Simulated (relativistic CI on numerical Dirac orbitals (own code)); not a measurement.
## Mo2+: 4s photoemission

Computed with this model: Dirac-Coulomb-Breit CI, separate exchange-only KLI orbitals for each configuration, model QED (radiative potential, 1s self-energy scaled to tabulated hydrogen-like ionisation energies), valence Slater integrals scaled by 0.8, multiplet model of photoemission in the sudden approximation; configurations [Kr] 4d4 → [Ar] 3d10 4s 4p6 4d4; 300 K; Lorentzian 2.8 eV and Gaussian 0.6 eV FWHM. Energies are those of the free ion, without screening or charge transfer. The energies are binding energies and can lie tens of eV above those of solids. Without intra-shell correlation the exchange splitting of an s hole comes out too large, often by half or more. S is read from ⟨S²⟩ = S(S + 1).

Field parameters in Wybourne normalisation: D4h B²₀ = −7Ds, B⁴₀ = 21(Dq − Dt), B⁴₄ = 21√(5/14) Dq. The field is a parameter set, without covalency.

Computed curve for D4h, 10Dq = 15850, Ds = -1500, Dt = 60 cm⁻¹, scaled to 100 at the maximum (points under 2 are left out and the grid is thinned):

| Energy (eV) | Intensity |
| --- | --- |
| 82.6 | 2.0 |
| 83.4 | 2.3 |
| 83.8 | 2.5 |
| 84.6 | 2.9 |
| 85.4 | 3.4 |
| 85.8 | 3.7 |
| 86.6 | 4.5 |
| 87.4 | 5.5 |
| 87.8 | 6.2 |
| 88.6 | 7.9 |
| 89.4 | 10.5 |
| 89.8 | 12.3 |
| 90.6 | 17.7 |
| 91.4 | 27.3 |
| 91.8 | 34.7 |
| 92.6 | 56.2 |
| 93.4 | 82.0 |
| 93.8 | 93.4 |
| 94.6 | 97.7 |
| 95.4 | 73.3 |
| 95.8 | 61.8 |
| 96.6 | 52.2 |
| 97.4 | 57.9 |
| 97.8 | 62.0 |
| 98.6 | 57.9 |
| 99.4 | 41.2 |
| 99.8 | 33.2 |
| 100.6 | 21.0 |
| 101.4 | 13.9 |
| 101.8 | 11.6 |
| 102.6 | 8.4 |
| 103.4 | 6.4 |
| 103.8 | 5.7 |
| 104.6 | 4.6 |
| 105.4 | 3.7 |
| 105.8 | 3.4 |
| 106.6 | 2.9 |
| 107.4 | 2.5 |
| 107.8 | 2.3 |
| 108.6 | 2.0 |

The ground state has S = 1.22, and the centroid lies at 95.54 eV.
